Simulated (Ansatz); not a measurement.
Geometry optimisation of C3H8AlF (`CC[CH2][AlH][F]`).

```yaml
crystal:
  periodic: [false, false, false]
  atoms:
    - {symbol: C, position_ang: [0.931343, -1.438076, 0.945675]}
    - {symbol: C, position_ang: [0.349333, -0.054445, 0.641579]}
    - {symbol: C, position_ang: [-0.372748, 0.019248, -0.722527]}
    - {symbol: Al, position_ang: [-1.184445, 1.765234, -1.104976]}
    - {symbol: F, position_ang: [-0.371913, 2.832230, -2.127513]}
    - {symbol: H, position_ang: [0.133582, -2.210081, 0.964738]}
    - {symbol: H, position_ang: [1.664608, -1.741137, 0.168985]}
    - {symbol: H, position_ang: [1.448896, -1.463132, 1.927123]}
    - {symbol: H, position_ang: [-0.349567, 0.230710, 1.460352]}
    - {symbol: H, position_ang: [1.168084, 0.699188, 0.676127]}
    - {symbol: H, position_ang: [-1.172620, -0.756720, -0.759353]}
    - {symbol: H, position_ang: [0.337354, -0.236724, -1.540975]}
    - {symbol: H, position_ang: [-2.561707, 2.318904, -0.514235]}
basis:
  gaussian: {orbitals: def2-TZVP}
hamiltonian: {xc: pbe0, dispersion: d4}
relax: {f_tol: 0.005, max_steps: 150}
```

```sh
$ ansatz run in.yaml --threads 4 --pin off --events-out ev --progress --plain --max-ram 10444MiB
```

Output, abridged:

```
Functional definition: PBE0
mean field -12550.22018320 eV, -461.2120848878 hartree, gradient 1.3e-5 eV, S^2 0.000000; 0 other end points of the search recorded, 0 dependent functions left out
relax step   1: F+E_penalty+E_count = -12550.40732430 eV  Δ(F+E_penalty+E_count) = +0.000e0 eV  max|allowed force component| = 5.202e-1 eV/Å  Δτ_max = 0.0000 Å  (28 SCF iters, accepted)
mean field -12550.26499082 eV, -461.2137315375 hartree, gradient 2.4e-5 eV, S^2 0.000000; 0 other end points of the search recorded, 0 dependent functions left out
relax step   2: F+E_penalty+E_count = -12550.45304815 eV  Δ(F+E_penalty+E_count) = -4.572e-2 eV  max|allowed force component| = 3.110e-1 eV/Å  Δτ_max = 0.0293 Å  (30 SCF iters, accepted)
mean field -12550.27217547 eV, -461.2139955684 hartree, gradient 2.3e-5 eV, S^2 0.000000; 0 other end points of the search recorded, 0 dependent functions left out
relax step   3: F+E_penalty+E_count = -12550.46066631 eV  Δ(F+E_penalty+E_count) = -7.618e-3 eV  max|allowed force component| = 7.115e-2 eV/Å  Δτ_max = 0.0201 Å  (31 SCF iters, accepted)
mean field -12550.27221361 eV, -461.2139969702 hartree, gradient 2.3e-5 eV, S^2 0.000000; 0 other end points of the search recorded, 0 dependent functions left out
relax step   4: F+E_penalty+E_count = -12550.46073203 eV  Δ(F+E_penalty+E_count) = -6.572e-5 eV  max|allowed force component| = 5.260e-2 eV/Å  Δτ_max = 0.0279 Å  (30 SCF iters, accepted)
mean field -12550.27258547 eV, -461.2140106357 hartree, gradient 2.3e-5 eV, S^2 0.000000; 0 other end points of the search recorded, 0 dependent functions left out
relax step   5: F+E_penalty+E_count = -12550.46108126 eV  Δ(F+E_penalty+E_count) = -3.492e-4 eV  max|allowed force component| = 4.132e-2 eV/Å  Δτ_max = 0.0267 Å  (30 SCF iters, accepted)
mean field -12550.27264274 eV, -461.2140127402 hartree, gradient 1.7e-5 eV, S^2 0.000000; 0 other end points of the search recorded, 0 dependent functions left out
relax step   6: F+E_penalty+E_count = -12550.46088609 eV  Δ(F+E_penalty+E_count) = +1.952e-4 eV  max|allowed force component| = 1.780e-1 eV/Å  Δτ_max = 0.1955 Å  (30 SCF iters, rejected (line search))
mean field -12550.23906293 eV, -461.2127787051 hartree, gradient 2.4e-5 eV, S^2 0.000000; 0 other end points of the search recorded, 0 dependent functions left out
relax step   7: F+E_penalty+E_count = -12550.42722657 eV  Δ(F+E_penalty+E_count) = +3.385e-2 eV  max|allowed force component| = 4.303e-1 eV/Å  Δτ_max = 0.0977 Å  (29 SCF iters, rejected (line search))
mean field -12550.27345891 eV, -461.2140427339 hartree, gradient 2.3e-5 eV, S^2 0.000000; 0 other end points of the search recorded, 0 dependent functions left out
relax step   8: F+E_penalty+E_count = -12550.46190017 eV  Δ(F+E_penalty+E_count) = -8.189e-4 eV  max|allowed force component| = 6.844e-3 eV/Å  Δτ_max = 0.0475 Å  (30 SCF iters, accepted)
mean field -12550.27429847 eV, -461.2140735875 hartree, gradient 2.3e-5 eV, S^2 0.000000; 0 other end points of the search recorded, 0 dependent functions left out
relax step   9: F+E_penalty+E_count = -12550.46264988 eV  Δ(F+E_penalty+E_count) = -7.497e-4 eV  max|allowed force component| = 6.276e-2 eV/Å  Δτ_max = 0.0979 Å  (29 SCF iters, accepted)
mean field -12550.27464664 eV, -461.2140863822 hartree, gradient 2.4e-5 eV, S^2 0.000000; 0 other end points of the search recorded, 0 dependent functions left out
relax step  10: F+E_penalty+E_count = -12550.46297218 eV  Δ(F+E_penalty+E_count) = -3.223e-4 eV  max|allowed force component| = 7.531e-2 eV/Å  Δτ_max = 0.0258 Å  (30 SCF iters, accepted)
mean field -12550.27549917 eV, -461.2141177121 hartree, gradient 2.3e-5 eV, S^2 0.000000; 0 other end points of the search recorded, 0 dependent functions left out
relax step  11: F+E_penalty+E_count = -12550.46375348 eV  Δ(F+E_penalty+E_count) = -7.813e-4 eV  max|allowed force component| = 1.378e-1 eV/Å  Δτ_max = 0.0757 Å  (29 SCF iters, accepted)
mean field -12550.27602622 eV, -461.2141370811 hartree, gradient 2.4e-5 eV, S^2 0.000000; 0 other end points of the search recorded, 0 dependent functions left out
relax step  12: F+E_penalty+E_count = -12550.46421632 eV  Δ(F+E_penalty+E_count) = -4.628e-4 eV  max|allowed force component| = 1.777e-1 eV/Å  Δτ_max = 0.0444 Å  (30 SCF iters, accepted)
mean field -12550.27679229 eV, -461.2141652334 hartree, gradient 2.3e-5 eV, S^2 0.000000; 0 other end points of the search recorded, 0 dependent functions left out
relax step  13: F+E_penalty+E_count = -12550.46491435 eV  Δ(F+E_penalty+E_count) = -6.980e-4 eV  max|allowed force component| = 2.136e-1 eV/Å  Δτ_max = 0.0876 Å  (29 SCF iters, accepted)
mean field -12550.27787468 eV, -461.2142050107 hartree, gradient 2.4e-5 eV, S^2 0.000000; 0 other end points of the search recorded, 0 dependent functions left out
relax step  14: F+E_penalty+E_count = -12550.46598258 eV  Δ(F+E_penalty+E_count) = -1.068e-3 eV  max|allowed force component| = 2.136e-1 eV/Å  Δτ_max = 0.0506 Å  (30 SCF iters, accepted)
mean field -12550.27929879 eV, -461.2142573457 hartree, gradient 2.5e-5 eV, S^2 0.000000; 0 other end points of the search recorded, 0 dependent functions left out
relax step  15: F+E_penalty+E_count = -12550.46738607 eV  Δ(F+E_penalty+E_count) = -1.403e-3 eV  max|allowed force component| = 1.311e-1 eV/Å  Δτ_max = 0.0438 Å  (30 SCF iters, accepted)
mean field -12550.28214244 eV, -461.2143618480 hartree, gradient 2.3e-5 eV, S^2 0.000000; 0 other end points of the search recorded, 0 dependent functions left out
relax step  16: F+E_penalty+E_count = -12550.47028349 eV  Δ(F+E_penalty+E_count) = -2.897e-3 eV  max|allowed force component| = 2.671e-2 eV/Å  Δτ_max = 0.1045 Å  (29 SCF iters, accepted)
mean field -12550.28192303 eV, -461.2143537846 hartree, gradient 1.6e-5 eV, S^2 0.000000; 0 other end points of the search recorded, 0 dependent functions left out
relax step  17: F+E_penalty+E_count = -12550.46999346 eV  Δ(F+E_penalty+E_count) = +2.900e-4 eV  max|allowed force component| = 2.987e-1 eV/Å  Δτ_max = 0.1962 Å  (30 SCF iters, rejected (line search))
[...]
relax step  23: F+E_penalty+E_count = -12550.47223978 eV  Δ(F+E_penalty+E_count) = +1.533e-3 eV  max|allowed force component| = 2.199e-1 eV/Å  Δτ_max = 0.2000 Å  (30 SCF iters, rejected (line search))
mean field -12550.28925201 eV, -461.2146231196 hartree, gradient 2.4e-5 eV, S^2 0.000000; 0 other end points of the search recorded, 0 dependent functions left out
relax step  24: F+E_penalty+E_count = -12550.47723441 eV  Δ(F+E_penalty+E_count) = -3.462e-3 eV  max|allowed force component| = 1.610e-1 eV/Å  Δτ_max = 0.0980 Å  (29 SCF iters, accepted)
mean field -12550.29046736 eV, -461.2146677831 hartree, gradient 2.5e-5 eV, S^2 0.000000; 0 other end points of the search recorded, 0 dependent functions left out
relax step  25: F+E_penalty+E_count = -12550.47843654 eV  Δ(F+E_penalty+E_count) = -1.202e-3 eV  max|allowed force component| = 1.123e-1 eV/Å  Δτ_max = 0.0714 Å  (29 SCF iters, accepted)
mean field -12550.29180891 eV, -461.2147170840 hartree, gradient 2.6e-5 eV, S^2 0.000000; 0 other end points of the search recorded, 0 dependent functions left out
relax step  26: F+E_penalty+E_count = -12550.47971972 eV  Δ(F+E_penalty+E_count) = -1.283e-3 eV  max|allowed force component| = 1.518e-1 eV/Å  Δτ_max = 0.1185 Å  (29 SCF iters, accepted)
mean field -12550.29273911 eV, -461.2147512683 hartree, gradient 2.5e-5 eV, S^2 0.000000; 0 other end points of the search recorded, 0 dependent functions left out
relax step  27: F+E_penalty+E_count = -12550.48067859 eV  Δ(F+E_penalty+E_count) = -9.589e-4 eV  max|allowed force component| = 6.871e-2 eV/Å  Δτ_max = 0.0584 Å  (29 SCF iters, accepted)
mean field -12550.29372897 eV, -461.2147876449 hartree, gradient 2.6e-5 eV, S^2 0.000000; 0 other end points of the search recorded, 0 dependent functions left out
relax step  28: F+E_penalty+E_count = -12550.48169650 eV  Δ(F+E_penalty+E_count) = -1.018e-3 eV  max|allowed force component| = 5.037e-2 eV/Å  Δτ_max = 0.0652 Å  (29 SCF iters, accepted)
mean field -12550.29377503 eV, -461.2147893379 hartree, gradient 2.4e-5 eV, S^2 0.000000; 0 other end points of the search recorded, 0 dependent functions left out
relax step  29: F+E_penalty+E_count = -12550.48178472 eV  Δ(F+E_penalty+E_count) = -8.822e-5 eV  max|allowed force component| = 1.019e-1 eV/Å  Δτ_max = 0.0855 Å  (29 SCF iters, accepted)
mean field -12550.29412343 eV, -461.2148021410 hartree, gradient 2.7e-5 eV, S^2 0.000000; 0 other end points of the search recorded, 0 dependent functions left out
relax step  30: F+E_penalty+E_count = -12550.48216467 eV  Δ(F+E_penalty+E_count) = -3.800e-4 eV  max|allowed force component| = 1.335e-1 eV/Å  Δτ_max = 0.0801 Å  (30 SCF iters, accepted)
mean field -12550.29470036 eV, -461.2148233430 hartree, gradient 9.3e-6 eV, S^2 0.000000; 0 other end points of the search recorded, 0 dependent functions left out
relax step  31: F+E_penalty+E_count = -12550.48274245 eV  Δ(F+E_penalty+E_count) = -5.778e-4 eV  max|allowed force component| = 3.445e-2 eV/Å  Δτ_max = 0.0302 Å  (31 SCF iters, accepted)
mean field -12550.29485915 eV, -461.2148291785 hartree, gradient 2.7e-5 eV, S^2 0.000000; 0 other end points of the search recorded, 0 dependent functions left out
relax step  32: F+E_penalty+E_count = -12550.48291122 eV  Δ(F+E_penalty+E_count) = -1.688e-4 eV  max|allowed force component| = 1.712e-2 eV/Å  Δτ_max = 0.0218 Å  (30 SCF iters, accepted)
mean field -12550.29505459 eV, -461.2148363605 hartree, gradient 2.6e-5 eV, S^2 0.000000; 0 other end points of the search recorded, 0 dependent functions left out
relax step  33: F+E_penalty+E_count = -12550.48312653 eV  Δ(F+E_penalty+E_count) = -2.153e-4 eV  max|allowed force component| = 2.080e-2 eV/Å  Δτ_max = 0.0544 Å  (30 SCF iters, accepted)
mean field -12550.29514374 eV, -461.2148396368 hartree, gradient 2.7e-5 eV, S^2 0.000000; 0 other end points of the search recorded, 0 dependent functions left out
relax step  34: F+E_penalty+E_count = -12550.48322418 eV  Δ(F+E_penalty+E_count) = -9.765e-5 eV  max|allowed force component| = 3.303e-2 eV/Å  Δτ_max = 0.0480 Å  (30 SCF iters, accepted)
mean field -12550.29520031 eV, -461.2148417158 hartree, gradient 2.7e-5 eV, S^2 0.000000; 0 other end points of the search recorded, 0 dependent functions left out
relax step  35: F+E_penalty+E_count = -12550.48327071 eV  Δ(F+E_penalty+E_count) = -4.653e-5 eV  max|allowed force component| = 3.596e-2 eV/Å  Δτ_max = 0.0188 Å  (31 SCF iters, accepted)
mean field -12550.29525359 eV, -461.2148436739 hartree, gradient 2.7e-5 eV, S^2 0.000000; 0 other end points of the search recorded, 0 dependent functions left out
relax step  36: F+E_penalty+E_count = -12550.48330102 eV  Δ(F+E_penalty+E_count) = -3.031e-5 eV  max|allowed force component| = 2.981e-2 eV/Å  Δτ_max = 0.0329 Å  (30 SCF iters, accepted)
mean field -12550.29527503 eV, -461.2148444615 hartree, gradient 2.7e-5 eV, S^2 0.000000; 0 other end points of the search recorded, 0 dependent functions left out
relax step  37: F+E_penalty+E_count = -12550.48331869 eV  Δ(F+E_penalty+E_count) = -1.767e-5 eV  max|allowed force component| = 2.135e-2 eV/Å  Δτ_max = 0.0045 Å  (31 SCF iters, accepted)
mean field -12550.29528002 eV, -461.2148446451 hartree, gradient 2.7e-5 eV, S^2 0.000000; 0 other end points of the search recorded, 0 dependent functions left out
relax step  38: F+E_penalty+E_count = -12550.48332554 eV  Δ(F+E_penalty+E_count) = -6.851e-6 eV  max|allowed force component| = 1.155e-2 eV/Å  Δτ_max = 0.0039 Å  (31 SCF iters, accepted)
mean field -12550.29527881 eV, -461.2148446005 hartree, gradient 2.7e-5 eV, S^2 0.000000; 0 other end points of the search recorded, 0 dependent functions left out
relax step  39: F+E_penalty+E_count = -12550.48332855 eV  Δ(F+E_penalty+E_count) = -3.006e-6 eV  max|allowed force component| = 2.273e-3 eV/Å  Δτ_max = 0.0005 Å  (31 SCF iters, accepted)
mean field -12550.29527881 eV, -461.2148446005 hartree, gradient 2.7e-5 eV, S^2 0.000000; 1 other end points of the search recorded, 0 dependent functions left out
Total energy: -12550.48336649 eV, -461.2217566953 hartree
Atom 0 at     0.886264    -1.453425     0.944716 Å, force    -0.000184    -0.000025    -0.000074 eV/Å
Atom 1 at     0.199423    -0.117071     0.712831 Å, force    -0.000037     0.000063    -0.001005 eV/Å
Atom 2 at    -0.202077     0.108528    -0.745132 Å, force     0.000115    -0.000669     0.000454 eV/Å
Atom 3 at    -1.087165     1.803612    -1.111063 Å, force    -0.001007     0.001606    -0.001451 eV/Å
Atom 4 at    -1.552770     2.132920    -2.664540 Å, force     0.000555    -0.000492     0.002273 eV/Å
Atom 5 at     0.232555    -2.282287     0.658947 Å, force     0.000052     0.000093     0.000110 eV/Å
Atom 6 at     1.797040    -1.532704     0.344547 Å, force    -0.000111     0.000000     0.000031 eV/Å
Atom 7 at     1.162477    -1.590031     1.993507 Å, force     0.000036     0.000127     0.000122 eV/Å
Atom 8 at    -0.684314    -0.050712     1.357979 Å, force    -0.000020    -0.000005     0.000113 eV/Å
Atom 9 at     0.861914     0.689894     1.046814 Å, force    -0.000073    -0.000034     0.000140 eV/Å
Atom 10 at    -0.860973    -0.702162    -1.085729 Å, force     0.000315     0.000102    -0.000045 eV/Å
Atom 11 at     0.680044     0.035308    -1.396136 Å, force     0.000010     0.000054     0.000003 eV/Å
Atom 12 at    -1.412216     2.923330    -0.041744 Å, force     0.000349    -0.000821    -0.000674 eV/Å
Dipole moment:     0.160891    -0.214974     0.291816 e Å
```

It took 2.1 min on 4 threads of an Arm Neoverse V1 on a shared host, with 0.55 GiB of host memory at the peak.
